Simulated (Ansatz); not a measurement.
Saddle point of Si$_{2}$H$_{5}$O$_{2}$F$_{3}$, singlet (Si₂H₃OF₃ ([F][Si]([F])([F])[O][SiH3]) + H₂O → SiHOF₃ ([OH][Si]([F])([F])[F]) + SiH₄O ([OH][SiH3]); bonds formed: Si1–O8, O2–H7; bonds broken: Si1–O2, H7–O8), PBE0-D4/def2-TZVP structure:

Si1  (0.042, 1.164, 0.565)
O2  (0.209, -0.471, -0.146)
Si3  (-0.863, -1.705, -0.562)
F4  (-1.567, 0.963, 0.508)
F5  (0.044, 2.559, -0.217)
F6  (0.201, 1.246, 2.138)
H7  (1.279, -0.183, -0.230)
O8  (1.801, 0.935, 0.255)
H9  (-1.598, -2.116, 0.650)
H10  (0.001, -2.797, -1.066)
H11  (-1.767, -1.215, -1.622)
H12  (2.218, 1.618, -0.274)
(Å)

Energies are electronic, without zero-point energy. Barriers and step energies count from the start structure reached by relaxing down the imaginary mode; all methods use the PBE0-D4 structures, on which another method's saddle can fall below an end. Computed with Ansatz 0.2.0 (basis: def2-TZVPP, with def2-QZVPP for the basis limit); correlated methods freeze the cores. B3LYP uses VWN-RPA correlation. Extrapolation: Hartree–Fock as exp(−7.88 √X), correlation as X^−2.97.

| method | barrier (kcal/mol) | step energy (kcal/mol) |
| --- | --- | --- |
| SPW92 | 14.57 | 6.36 |
| PBE-D4 | ? | 6.41 |
| BLYP-D4 | 29.63 | 7.09 |
| r2SCAN-D4 | 26.69 | 6.93 |
| B97M-V | 31.43 | 7.19 |
| PBE0-D4 | 27.24 | 7.13 |
| B3LYP-D4 | ? | 7.61 |
| r2SCAN0-D4 | 28.35 | 7.46 |
| BHLYP-D4 | 33.70 | 8.54 |
| CAM-B3LYP-D4 | 29.16 | 7.56 |
| wB97X-V | 28.96 | 7.39 |
| wB97M-V | 28.64 | 7.45 |
| B2PLYP | 30.36 | 7.09 |
| PBE-QIDH | 28.38 | 7.39 |
| RPA on PBE | ? | 7.37 |
| HF | 43.42 | 8.32 |
| MP2 | 29.20 | 7.51 |
| CCSD | 32.33 | 7.78 |
| CCSD(T) | 30.27 | 7.56 |

Question: Fill in the withheld barriers. (To be estimated.)

Answer: By the calculation: PBE-D4 24.73; B3LYP-D4 30.82; RPA on PBE 30.37 kcal/mol. Each is the energy of the saddle less that of the start structure, by the same method.

For comparison, the barrier by CCSD(T) at an estimated basis limit (MP2 extrapolated from triple and quadruple zeta, plus CCSD(T) − MP2 in triple zeta) is 30.10 kcal/mol.

The T1 diagnostic stays at or below 0.012.

Labels in which every atom is bracketed show which atoms are joined, not bond orders.

For scale, one of the runs: CCSD(T)/def2-TZVPP, 309 basis functions, launched by `ansatz run in.yaml --threads 4 --pin off --events-out ev --progress --plain --max-ram 46080MiB --backend cuda --devices 0, --max-vram 37GiB`. The run took 7 s on 4 CPU threads of an AMD EPYC 7R13 and a share of one NVIDIA H100 (shared host), with 0.87 GiB of host memory at its peak.
